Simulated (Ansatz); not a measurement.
Consider the cleavage of the Al–Si bond: `[F][Al]([SiH3])[SH]` + H₂S → `[F][Al]([SH])[SH]` + SiH₄.

Calculated with Ansatz (gas phase, PBE0-D4/def2-TZVP geometries, no zero-point term in ΔE). CBS: MP2 limit from def2 TZ/QZ plus the TZ coupled-cluster correction, frozen cores. This one scheme is used for every species. Functionals use def2-TZVPP. One conformer a species, not always the lowest.

`[F][Al]([SiH3])[SH]`:

Z-matrix (Å, degrees):
```
Si
Al 1 2.437
H 1 1.489 2 110.5
H 1 1.489 2 110.5 3 119.7
H 1 1.488 2 110.5 3 -120.2
S 2 2.177 1 123.2 3 120.9
F 2 1.652 1 120.2 3 -59.1
H 6 1.346 2 92.5 1 179.9
```

H₂S:

```xyz
3

S     0.596    0.154   -0.065
H    -0.209   -0.725   -0.680
H    -0.388    0.570    0.745
```

`[F][Al]([SH])[SH]`:

Z-matrix (Å, degrees):
```
Al
S 1 2.165
S 1 2.165 2 121.3
F 1 1.646 2 119.4 3 180.0
H 2 1.346 1 91.5 3 -179.7
H 3 1.346 1 91.5 2 -179.7
```

SiH₄:

Z-matrix (Å, degrees):
```
Si
H 1 1.485
H 1 1.485 2 109.5
H 1 1.485 2 109.5 3 -120.0
H 1 1.485 2 109.5 3 120.0
```

| level | ΔE (kJ/mol) |
| --- | --- |
| BHLYP-D4 | -105.0 |
| MP2/def2-TZVPP | -111.2 |

Question: What does CCSD(T)/CBS give? (An estimate is asked.)

Answer: Ansatz gave: -101.8 kJ/mol. The listed levels differ from it by -3.2, -9.4 kJ/mol.

Question: What do rigid-rotor, harmonic-oscillator terms from PBE0-D4/def2-TZVP frequencies (298.15 K, 1 bar) make of the CCSD(T)/CBS value? (Best estimate.)

Answer: Computed: ΔZPE = +2.4 kJ/mol, ΔH = -101.6 kJ/mol, ΔS = -33 J/(mol·K), ΔG = -91.9 kJ/mol. Modes under 50 cm⁻¹ make the entropy rough.

Largest T1 diagnostic among the species: 0.013.

From PBE to PBE0 (25 % exact exchange), in def2-TZVPP and without D4, ΔE moves by −5.3 kJ/mol. Leaving LDA and LC-ωPBE aside and taking each functional with its dispersion term where it has one, the values, not all of them listed here, spread over 16.9 kJ/mol, from ωB97M-V to PBE-D4.
